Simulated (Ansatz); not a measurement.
Spectroscopic constants of NaTl, closed-shell singlet (lowest of 2S+1 = 1, 3 at CCSD(T)/def2-TZVPP on PBE0 minima; our sources give no spin for the ground state, which may be another). No spin–orbit coupling.

The constants come from a fifth-degree fit in 1/R (seven points, main isotopes). Runs in def2 and cc sets follow the lowest solution found near the PBE0 minimum. The singlet is held restricted. HF and MP2 rows in def2 and cc sets belong to the determinant that coupled cluster picked by its CCSD energy.

Run with Ansatz (a quantum-chemistry and plane-wave program). Each number belongs to the level named beside it. In def2 rows elements past Kr take small-core potentials, without spin–orbit coupling.

```tsv
level	r_e (Å)	ω_e (cm⁻¹)	α_e (cm⁻¹)	ω_e x_e (cm⁻¹)	dipole (D)
HF/def2-TZVPP	3.338	135	0.00032	0.31	-
HF/def2-QZVPP	3.335	135	0.00033	0.33	-
SVWN5/def2-TZVPP	3.165	141	0.00042	0.44	0.96
PBE/def2-TZVPP	3.277	131	0.00040	0.40	0.63
r2SCAN/def2-TZVPP	3.269	134	0.00039	0.39	1.25
B97M-V/def2-TZVPP	3.352	122	0.00028	0.21	0.65
B3LYP/def2-TZVPP	3.246	136	0.00040	0.41	0.99
PBE0/def2-TZVPP	3.260	136	0.00037	0.37	1.19
BHLYP/def2-TZVPP	3.227	141	0.00037	0.38	1.54
CAM-B3LYP/def2-TZVPP	3.186	146	0.00037	0.38	1.65
wB97X-V/def2-TZVPP	3.208	148	0.00034	0.30	2.22
wB97M-V/def2-TZVPP	3.158	156	0.00035	0.35	2.06
B2PLYP/def2-TZVPP	3.235	139	0.00038	0.40	-
MP2/def2-TZVPP	3.229	142	0.00034	0.36	-
MP2/def2-QZVPP	3.193	145	0.00033	0.27	-
SCS-MP2/def2-TZVPP	3.261	138	0.00034	0.36	-
SCS-MP2/def2-QZVPP	3.226	142	0.00032	0.28	-
CCSD/def2-TZVPP	3.269	137	0.00036	0.42	-
CCSD/def2-QZVPP	3.232	141	0.00035	0.35	-
CCSD(T)/def2-TZVPP	3.271	134	0.00039	0.48	-
CCSD(T)/def2-QZVPP	3.230	138	0.00038	0.40	-
```

Correlated levels freeze the inner cores; with def2 sets outer-core shells near the valence are correlated too.

Doubts at one or more of the structures used: a restricted determinant that unrestricted orbitals would lower (HF/def2-TZVPP, HF/def2-QZVPP, B2PLYP/def2-TZVPP, MP2/def2-TZVPP, MP2/def2-QZVPP, SCS-MP2/def2-TZVPP, SCS-MP2/def2-QZVPP, CCSD/def2-TZVPP, CCSD/def2-QZVPP, CCSD(T)/def2-TZVPP, CCSD(T)/def2-QZVPP).
